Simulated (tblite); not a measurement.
Species: C₅H₁₂OSi₂.
Cartesian coordinates in Å at the GFN2-xTB level; atoms count from 1:
```
atom  x, y, z in Å
C1    -2.2004   -0.7145   -0.7804
C2    -1.2986   -0.4556    0.4238
C3    -1.2980    1.0301    0.7786
Si4    0.4742   -1.0931    0.1052
C5     1.4343   -0.0776   -1.2171
Si6    2.5333    0.9053    0.0125
C7     1.7727   -0.3090    1.3427
O8     2.0663   -0.5500    2.4869
H9    -3.2145   -0.3689   -0.5834
H10   -1.8288   -0.1884   -1.6571
H11   -2.2419   -1.7759   -1.0133
H12   -1.7160   -1.0020    1.2759
H13   -0.6930    1.2154    1.6638
H14   -0.8956    1.6221   -0.0413
H15   -2.3117    1.3761    0.9790
H16    0.4782   -2.5516   -0.0512
H17    0.8154    0.5370   -1.8666
H18    2.0190   -0.7104   -1.8815
H19    3.9772    0.8270   -0.1935
H20    2.1227    2.2947    0.2140
```

Computed with GFN2-xTB (tblite): harmonic, unscaled wavenumbers at the GFN2-xTB geometry, gas phase. The method is semi-empirical: single wavenumbers can be off by several per cent or more. Modes of hydrogen on silicon can be 10 to 20 % off. One conformer, not necessarily the lowest.

Harmonic wavenumbers (cm⁻¹): 42.2, 51.2, 72.5, 139.2, 220.4, 227.3, 241.6, 271.3, 320.9, 340.6, 363.0, 405.2, 433.7, 464.7, 493.7, 541.5, 594.7, 612.2, 640.0, 688.0, 703.3, 731.3, 757.8, 781.8, 936.8, 945.6, 947.3, 993.1, 1038.5, 1093.4, 1133.3, 1177.4, 1273.5, 1305.0, 1412.8, 1425.0, 1470.4, 1498.2, 1506.9, 1509.8, 1514.2, 1740.5, 2222.0, 2254.2, 2276.0, 2928.1, 3000.0, 3004.7, 3008.6, 3014.6, 3020.7, 3028.6, 3028.9, 3035.8.

A = 2102, B = 969.9, C = 876.4 MHz; mass 144.043 u (most abundant isotopes); point group C1, symmetry number 1.

Problem. Zero-point energy?

Solution. Half the sum of the wavenumbers: 33441 cm⁻¹ = 400.04 kJ/mol.

Problem. Entropy at 350 K, 1 bar (ideal gas, RRHO, classical rotation)?

Solution. Translation 174.17, rotation 125.75, vibration 172.76: S = 472.7 J/(mol K).

Problem. And Cp and H(350 K) − H(0)?

Solution. Cp = 210.29 J/(mol K), of which vibrations give 177.04 (their classical limit is 54 R = 449.0); H(350 K) − H(0) = 43.37 kJ/mol without the zero-point energy, 31.73 from vibrations.

Problem. How do the functions run with temperature in this model?

Solution. 
```csv
T (K),S (J/(mol K)),Cp (J/(mol K)),H − H(0) (kJ/mol),G − H(0) (kJ/mol),ln q(vib)
150,339.9,112.1,10.64,-40.34,3.67
250,409.8,164.9,24.54,-77.90,6.75
298.15,440.8,187.7,33.04,-98.38,8.26
400,502.1,230.1,54.39,-146.44,11.43
600,608.0,292.7,107.06,-257.74,17.44
900,739.3,354.0,204.81,-460.54,25.70
```

q(vib) and H(0) count from the zero-point level.

Problem. Blend soft modes into free rotors: weight 1/[1 + (100 cm⁻¹/ν̃)⁴] for the oscillator and the rest for a rotor with moment μB/(μ + B), μ = h/(8π²ν), B = 10⁻⁴⁴ kg m². What vibrational entropy results?

Solution. 156.95 J/(mol K) in place of 172.76, which changes −T·S at 350 K by +5.53 kJ/mol.

Problem. Which modes carry the vibrational entropy at 350 K?

Solution. 42.2 cm⁻¹: 22.89; 51.2 cm⁻¹: 21.29; 72.5 cm⁻¹: 18.41; 139.2 cm⁻¹: 13.07; 220.4 cm⁻¹: 9.41; 227.3 cm⁻¹: 9.17 J/(mol K); the other 48 give 78.52 together.

Problem. What must be added to the electronic energy to get the Gibbs energy at 350 K and 1 bar?

Solution. ZPE + [H(350 K) − H(0)] − T·S = 400.04 + 43.37 − 165.44 = 277.97 kJ/mol.

Hindered rotation and anharmonicity are outside this model. Other conformers, if any are populated, would add a mixing term that is left out. The structure is chiral; the term R ln 2 for an equal mix with its mirror image is left out.
